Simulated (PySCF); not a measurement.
CdF2 (singlet state).
Geometry (PBE0-D3(BJ)/def2-SVP, Å), atoms numbered from 1 in this order:
```
atom  x, y, z in Å
Cd1   -0.0043   -0.0025    0.0000
F2    -0.0101   -0.0137    1.9172
F3     0.0143    0.0162   -1.9171
```

Method used: PySCF, PBE0-D3(BJ)/def2-SVP geometry optimisation, gas phase, def2 core potentials past Kr.

Masses are those of the commonest isotopes; rigid-rotor values at the optimised geometry. 

Task: What are the moment of inertia and the rotational constant?

Result: I = 139.670 u·Å², B = 505379 MHz·u·Å²/I = 3618 MHz (0.1207 cm⁻¹, or 0.174 K as hB/k).

Task: List the first levels of a rigid rotor in a Σ state.

Result: E(J) = BJ(J+1): J = 1: 0.241, J = 2: 0.724, J = 3: 1.448, J = 4: 2.414, J = 5: 3.621, J = 6: 5.069 cm⁻¹.

Task: Has it a pure rotational spectrum?

Result: Not by electric dipole: D∞h allows no dipole (computed 0.03 D). Rotational Raman lines (ΔJ = 2) lie at B(4J + 6), spaced by 4B = 0.483 cm⁻¹, with nuclear-spin weights that differ between even and odd J.

Task: Estimate the classical rotational partition function at 10 K, 100 K and 500 K.

Result: Point group D∞h, symmetry number σ = 2; q = kT/(σhB), k/h = 20836.6 MHz/K: 28.8 at 10 K, 288 at 100 K, 1440 at 500 K.

No PBE0-D3(BJ)/def2-SVP frequencies stand behind this structure, so it isn't proved a minimum. Zero-point vibration and centrifugal distortion are left out.
